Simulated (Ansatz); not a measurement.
Geometry optimisation, RHF/def2-SVP (Ansatz).

input.yaml

```yaml
crystal:
  periodic: [false, false, false]
  atoms:
    - { symbol: O, position_ang: [0.5561, 0.1154, 2.7425] }
    - { symbol: C, position_ang: [0.2933, 0.4612, 1.5678] }
    - { symbol: Sb, position_ang: [1.2814, -0.566, -0.0192] }
    - { symbol: C, position_ang: [-0.3263, -0.5127, -1.266] }
    - { symbol: O, position_ang: [0.3723, 0.5927, -1.4615] }
    - { symbol: H, position_ang: [-0.3939, 1.2829, 1.3346] }
    - { symbol: H, position_ang: [-0.3557, -1.1702, -2.1579] }
    - { symbol: H, position_ang: [-0.07262, 1.36789, -1.8872] }
basis:
  gaussian: { orbitals: def2-SVP }
hamiltonian:
  xc: hf
relax:
  f_tol: 0.02
  max_steps: 50
output:
  orbitals: {}
```

Run as:

```bash
$ ansatz run input.yaml --threads 2 --pin off --max-ram 3072MiB --backend cpu --events-out ev --progress --plain --runs-dir out
```

**Question.** Where does it end, and by what steps?

**Answer.** The run converged. After 42 steps the energy has fallen by 1.962 eV; C4 moved furthest, 1.01 Å. Parted: Sb3–C4.

```
step  energy less start (eV)  largest force component (eV/Å)  accepted
   0                  0.0000                           7.026       yes
   2                 -0.8400                           6.083        no
   4                 -1.3323                           2.699       yes
   6                 -1.5105                           0.912       yes
   8                 -1.5241                           0.112       yes
  10                 -1.5311                           0.372       yes
  12                 -1.5356                           0.103       yes
  14                 -1.5376                           0.150       yes
  16                 -1.5397                           0.127       yes
  18                 -1.5474                           1.942        no
  20                 -1.6284                           0.698       yes
  22                 -1.6891                           0.911       yes
  24                 -1.8098                           1.071       yes
  26                 -1.9205                           0.692       yes
  28                 -1.9456                           0.290       yes
  30                 -1.9522                           0.294       yes
  32                 -1.9542                           0.382        no
  34                 -1.9590                           0.210       yes
  36                 -1.9606                           0.126       yes
  38                 -1.9617                           0.040       yes
  40                 -1.9603                           0.175        no
  42                 -1.9620                           0.010       yes
```

```xyz
8
Properties=species:S:1:pos:R:3
O 0.621 0.349 2.823
C 0.421 0.390 1.658
Sb 1.896 -0.276 0.204
C -0.765 -0.201 -2.119
O 0.195 0.424 -1.489
H -0.543 0.775 1.258
H -0.736 -1.218 -1.705
H 0.264 1.329 -1.777
```

Whether the end is a true minimum wasn't checked by a vibrational analysis.

The run took 53 s on 2 threads of Intel(R) Xeon(R) Platinum 8488C (Sapphire Rapids), on a shared host, peak memory 0.24 GiB.
